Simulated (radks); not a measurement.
Problem. The lutetium ion Lu2+, [Xe] 4f14 6s1. All-electron calculation, non-relativistic Kohn-Sham, r2SCAN, spin-polarised, spherical densities, point nucleus; meta-GGA in the generalised Kohn-Sham scheme. Program: a radial shooting solver on a logarithmic mesh with Libxc functionals. Every spin shell is full or empty, so the densities are truly spherical. Functionals are evaluated on that one density, not self-consistently. Rank these exchange functionals by their error against the exact value of the orbitals, and give that value: LDA, PBEsol, revPBE, OPTX, SOGGA, B86b, G96, EV93, TPSS, revTPSS, SCAN, r2SCAN, MVS.

Solution. Exact: -282.216 hartree. From best to worst, with 100 (|E| - |E exact|)/|E exact| (equal figures are ties): r2SCAN 0.00, revPBE -0.04, TPSS -0.19, MVS +0.22, B86b +0.22, SCAN +0.24, EV93 -0.26, G96 +0.66, revTPSS -0.71, PBEsol -1.69, SOGGA -1.70, OPTX +1.96, LDA -3.83.
